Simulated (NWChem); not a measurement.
# CH6GeS; SMILES C[S][GeH3]

Program: NWChem. Geometry: optimised at PBE0/def2-SVP. Ions are spin-unrestricted doublets at the neutral geometry; other ion states weren't tried. Functional: LC-ωPBE (HJS hole) with def2-SVP; rows give the range parameter ω in 1/bohr.

For range parameter (1/bohr) 0.40:

| Item | Value |
|---|---|
| −ε(HOMO) (eV) | 9.42 |

What are these values for range parameter (1/bohr) 0.30?

The −ε(HOMO) (eV) is 8.86.
